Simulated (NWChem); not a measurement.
Everything below was run with NWChem. System: formamidinium (CH$_{5}$N$_{2}$ (+1)), charge 1, spin multiplicity 1, at a geometry optimised with PBE0/def2-SVP. Level: CCSD linear response/6-31G* (spherical d), 3 core orbitals frozen.

Part of the output:

```
             Northwest Computational Chemistry Package (NWChem) 7.3.0
             --------------------------------------------------------

                                NWChem Input Module
                                -------------------

 Scaling coordinates for geometry "geometry" by  1.889725989
 (inverse scale =  0.529177249)

 Turning off AUTOSYM since
 SYMMETRY directive was detected!

                             Geometry "geometry" -> ""
                             -------------------------

 Output coordinates in angstroms (scale by  1.889725989 to convert to a.u.)

  No.       Tag          Charge          X              Y              Z
 ---- ---------------- ---------- -------------- -------------- --------------
    1 N                    7.0000    -1.16424400     0.00000000    -0.17383100
    2 C                    6.0000     0.00000000     0.00000000     0.42160400
    3 N                    7.0000     1.16424400     0.00000000    -0.17383100
    4 H                    1.0000    -1.27247700     0.00000000    -1.18551200
    5 H                    1.0000    -2.01668300     0.00000000     0.37879000
    6 H                    1.0000     0.00000000     0.00000000     1.51746000
    7 H                    1.0000     1.27247700     0.00000000    -1.18551200
    8 H                    1.0000     2.01668300     0.00000000     0.37879000

 Effective nuclear repulsion energy (a.u.)      79.6080644585

            Nuclear Dipole moment (a.u.)
            ----------------------------
        X                 Y               Z
 ---------------- ---------------- ----------------
     0.0000000000     0.0000000000     0.0000113384

      Symmetry information
      --------------------

 Group name             C2v
 Group number             16
 Group order               4
 No. of unique centers     5

      Symmetry unique atoms

     1    2    4    5    6


 Summary of "ao basis" -> "" (spherical)
 ------------------------------------------------------------------------------
       Tag                 Description            Shells   Functions and Types
 ---------------- ------------------------------  ------  ---------------------
 *                           6-31g*                   on all atoms

 Summary of "ao basis" -> "ao basis" (spherical)
 ------------------------------------------------------------------------------
       Tag                 Description            Shells   Functions and Types
 ---------------- ------------------------------  ------  ---------------------
 N                           6-31g*                  6       14   3s2p1d
 C                           6-31g*                  6       14   3s2p1d
 H                           6-31g*                  2        2   2s

                                 NWChem SCF Module
                                 -----------------

  ao basis        = "ao basis"
  functions       =    52
  atoms           =     8
  closed shells   =    12
  open shells     =     0
  charge          =   1.00
  wavefunction    = RHF
  use symmetry    = T
  symmetry adapt  = T

 Summary of "ao basis" -> "ao basis" (spherical)
 ------------------------------------------------------------------------------
       Tag                 Description            Shells   Functions and Types
 ---------------- ------------------------------  ------  ---------------------
 N                           6-31g*                  6       14   3s2p1d
 C                           6-31g*                  6       14   3s2p1d
 H                           6-31g*                  2        2   2s

      Symmetry analysis of basis
      --------------------------

        a1         23
        a2          5
        b1         17
        b2          7

 Forming initial guess at       0.0s

      Superposition of Atomic Density Guess
      -------------------------------------

 Sum of atomic energies:        -148.73889333

 Renormalizing density from      25.00 to     24

      Non-variational initial energy
      ------------------------------

 Total energy =    -146.427301
 1-e energy   =    -343.120827
 2-e energy   =     117.085461
 HOMO         =      -0.711797
 LUMO         =      -0.336874

      Symmetry analysis of molecular orbitals - initial
[...]
   18          0.0000851085925     0.6     0.6
   19          0.0000602873849     0.5     0.5
   20          0.0000445026317     0.4     0.4
   21          0.0000097252583     0.4     0.4
   22          0.0000052056491     0.4     0.4
   23          0.0000032164851     0.4     0.4
   24          0.0000023067379     0.4     0.4
   25          0.0000016778773     0.4     0.4
   26          0.0000005378379     0.4     0.4
 ---------------------------------------------
 Iterations converged

 Frequency =      -0.0773000 / au

 CCSD-LR iterations
 ---------------------------------------------
 Iter          Residuum            Cpu    Wall
 ---------------------------------------------
    1          1.1485981999858     0.4     0.4
    2          1.8906933483820     0.4     0.4
    3          0.3523054799428     0.4     0.4
    4          0.5004253084767     0.4     0.4
    5          0.1135788787615     0.4     0.4
    6          0.0400770825071     0.4     0.4
    7          0.0254791294876     0.4     0.4
    8          0.0069822949630     0.4     0.4
    9          0.0068880561946     0.4     0.4
   10          0.0018724348832     0.4     0.4
   11          0.0004116274782     0.4     0.4
   12          0.0003226456576     0.4     0.4
   13          0.0000748166888     0.4     0.4
   14          0.0000890833977     0.6     0.6
   15          0.0000213706341     0.7     0.7
   16          0.0000079247600     0.7     0.7
   17          0.0000059541613     0.6     0.6
   18          0.0000015772493     0.6     0.6
   19          0.0000017319019     0.7     0.7
   20          0.0000004360696     0.6     0.6
 ---------------------------------------------
 Iterations converged

 Y   axis ( b2  symmetry)

 Frequency =       0.0773000 / au

 CCSD-LR iterations
 ---------------------------------------------
 Iter          Residuum            Cpu    Wall
 ---------------------------------------------
    1          0.8819971289217     0.6     0.6
    2          0.5651109221390     0.6     0.6
    3          0.2423015906439     0.6     0.6
    4          0.1258140958248     0.6     0.6
    5          0.0687354962128     0.7     0.7
    6          0.0208756263514     0.6     0.6
    7          0.0108464200041     0.6     0.6
    8          0.0068648812782     0.6     0.6
    9          0.0044631478087     0.6     0.6
   10          0.0029491513390     0.7     0.7
   11          0.0002152710673     0.6     0.6
   12          0.0001087618091     0.7     0.7
   13          0.0000630542303     0.6     0.6
   14          0.0000393229236     0.7     0.7
   15          0.0000251363331     0.7     0.7
   16          0.0000045883970     0.6     0.6
   17          0.0000021389943     0.8     0.8
   18          0.0000012907734     1.1     1.1
   19          0.0000008290713     0.6     0.6
 ---------------------------------------------
 Iterations converged

 Frequency =      -0.0773000 / au

 CCSD-LR iterations
 ---------------------------------------------
 Iter          Residuum            Cpu    Wall
 ---------------------------------------------
    1          0.8819971289217     0.7     0.7
    2          0.6109335166269     1.2     1.2
    3          0.1046968258877     0.6     0.6
    4          0.0603275334617     0.6     0.6
    5          0.0166043580660     0.6     0.6
    6          0.0078722230195     0.6     0.6
    7          0.0028454095477     0.6     0.6
    8          0.0011921511950     0.6     0.6
    9          0.0005361330421     0.6     0.6
   10          0.0002427108522     0.6     0.6
   11          0.0000373995664     1.0     1.0
   12          0.0000169331386     1.0     1.0
   13          0.0000067659962     1.2     1.2
   14          0.0000033810227     0.7     0.7
   15          0.0000015310355     0.6     0.6
   16          0.0000003289144     0.9     0.9
 ---------------------------------------------
 Iterations converged

 Z   axis ( a1  symmetry)

 Frequency =       0.0773000 / au

 CCSD-LR iterations
 ---------------------------------------------
 Iter          Residuum            Cpu    Wall
 ---------------------------------------------
    1          1.0444439859866     1.0     1.0
    2          0.9638654952476     0.6     0.6
    3          0.4864140703587     0.8     0.8
    4          0.2745135960465     1.2     1.2
    5          0.1556167734742     0.5     0.5
    6          0.0307461908557     0.4     0.4
    7          0.0200206805048     0.4     0.4
    8          0.0117232974788     0.4     0.4
    9          0.0079921886920     0.4     0.4
   10          0.0052621677433     0.4     0.4
   11          0.0003931460276     0.4     0.4
   12          0.0001672157072     0.4     0.4
   13          0.0000811785073     0.4     0.4
   14          0.0000441444453     0.4     0.4
   15          0.0000247467858     0.5     0.5
   16          0.0000070025009     0.7     0.7
   17          0.0000039823777     0.7     0.7
   18          0.0000025698772     0.7     0.7
   19          0.0000016999547     0.7     0.7
   20          0.0000011330523     0.7     0.7
   21          0.0000001058347     0.7     0.7
 ---------------------------------------------
 Iterations converged

 Frequency =      -0.0773000 / au

 CCSD-LR iterations
 ---------------------------------------------
 Iter          Residuum            Cpu    Wall
 ---------------------------------------------
    1          1.0444439859866     0.7     0.7
    2          1.0815475321945     0.7     0.7
    3          0.2115414732844     0.7     0.7
    4          0.1354359659264     0.7     0.7
    5          0.0331333699635     0.7     0.7
    6          0.0137857522456     0.7     0.7
    7          0.0081482893212     0.7     0.7
    8          0.0023709366944     0.7     0.7
    9          0.0017685978388     0.7     0.7
   10          0.0005261484876     0.7     0.7
   11          0.0000755950313     0.4     0.4
   12          0.0000276938621     0.4     0.4
   13          0.0000107095181     0.4     0.4
   14          0.0000048410904     0.4     0.4
   15          0.0000019451139     0.4     0.4
   16          0.0000005855099     0.4     0.4
 ---------------------------------------------
 Iterations converged

 CCSD-LR dipole moments / hartree & Debye
 --------------------------------
 X       0.0000000      0.0000000
 Y       0.0000000      0.0000000
 Z       0.0680219      0.1728958
 --------------------------------

 CCSD Linear Response polarizability / au
 Frequency  =       0.0773000 / au
 Wavelength =     589.4353558 / nm
 -------------------------------------------------------|-----------------------------------------------
                     atomic units (bohr^3)              |                   angstroms^3
                  X              Y              Z       |             X              Y              Z
 -------------------------------------------------------|-----------------------------------------------
 X           36.7561601     -0.0000000     -0.0000000   |      5.4467022     -0.0000000     -0.0000000
 Y           -0.0000000      9.4925794     -0.0000000   |     -0.0000000      1.4066554     -0.0000000
 Z           -0.0000000     -0.0000000     21.4550713   |     -0.0000000     -0.0000000      3.1793142
 -------------------------------------------------------|-----------------------------------------------
 Eigs =      36.7561601      9.4925794     21.4550713   |      5.4467022      1.4066554      3.1793142
 Isotropic   =              22.5679369                  |                     3.3442239
 Anisotropic =              23.6698898                  |                     3.5075165
 -------------------------------------------------------|-----------------------------------------------

 Task  times  cpu:       86.7s     wall:       86.7s

 Total times  cpu:       86.7s     wall:       86.7s
```

**Question.** Write an NWChem input that would produce this output.

**Answer.** This is not unique; one that fits is 
```
start mol
memory heap 100 mb stack 700 mb global 1900 mb
charge 1
geometry units angstroms nocenter noautoz
  N     -1.164244     0.000000    -0.173831
  C      0.000000     0.000000     0.421604
  N      1.164244     0.000000    -0.173831
  H     -1.272477     0.000000    -1.185512
  H     -2.016683     0.000000     0.378790
  H      0.000000     0.000000     1.517460
  H      1.272477     0.000000    -1.185512
  H      2.016683     0.000000     0.378790
  symmetry group C2v
end
basis spherical
  * library 6-31g*
end
scf
  rhf
  nopen 0
  maxiter 100
  thresh 1e-7
  semidirect memsize 60000000 filesize 0
end
tce
  freeze core 3
  ccsd
  thresh 1e-6
  tilesize 24
end
set tce:lineresp T
set tce:afreq 0.0773
set tce:respaxis T T T
task tce energy
```
